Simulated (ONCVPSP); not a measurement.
What one change does to a pseudopotential (phosphorus (P), ONCV)

ONCVPSP 4.0.1 input, shortened (lines: element, Z, core and valence counts, functional; n l f; lmax; l rc ep ncon nbas qcut; lloc lpopt rc5 dvloc0; l nproj debl; icmod fcfact rcfact), PBE, scalar-relativistic:

```
  P 15.00    3    2        4      upf
    1    0    2.00
    2    0    2.00
    2    1    6.00
    3    0    1.00
    3    1    4.00
    2
    0    1.30    0.00    4    7    4.10
    1    1.75    0.00    3    7    4.60
    2    1.40    0.27    4    8    6.60
    4    1    1.15    0.00
    0    3    1.10
    1    1    2.20
    2    1    2.70
    3    2.00    1.05
```

Change: core correction Teter function, fcfact 7.6, rcfact 1.05.

Cutoffs: the cutoffs (Ha) at which the residual kinetic energy of the hardest occupied pseudo-wave falls to 1 and 0.1 mHa per electron; they do not see the model core or the augmentation charge, which bear on the density cutoff. Errors are all-electron minus pseudo energies relative to the spin-unpolarised reference configuration.

Problem. What does the change do?

Solution. The potential gets neither clearly harder nor softer (15 Ha and 61 Ha → 15 Ha and 61 Ha); both files keep a bound ghost (s); of the 4 tests that both files solve, the error grows in 3 and shrinks in 1 by more than 15 % and 0.3 meV (median size 0.8 → 1.7 meV). A model core, the more so a compact one, raises the density cutoff, which this test does not measure.

```csv
quantity,base,changed
"cutoff, loose",15 Ha,15 Ha
"cutoff, tight",61 Ha,61 Ha
bound ghosts,s,s
GHOST(+) flags under 300 eV,none,none
"error for 3s2 3p3, meV [ΔE -8.53 eV]",+1.2,+1.9
"error for 3s2 3p2, meV [ΔE 1.20 eV]",-0.5,-0.1
"error for 3s2 3p1, meV [ΔE 20.34 eV]",+1.5,+3.7
"error for 3s0 3p5, meV [ΔE 8.67 eV]",+0.5,+1.4
s: phases at 1.32 bohr within 0.05 rad from the reference energy up to (Ha; the scan ends near 5),to the end of the scan,to the end of the scan
p: phases at 1.77 bohr within 0.05 rad from the reference energy up to (Ha; the scan ends near 5),1.9,1.9
d: phases at 1.42 bohr within 0.05 rad from the reference energy up to (Ha; the scan ends near 5),4.8,4.8
"rms error of d²Exc/dni dnj with the model core, mHa",1.38,1.65
```

 A true bound ghost makes a file unfit for plane-wave use even where its test errors are small: the radial tests pick states by their node count and pass the ghost by.
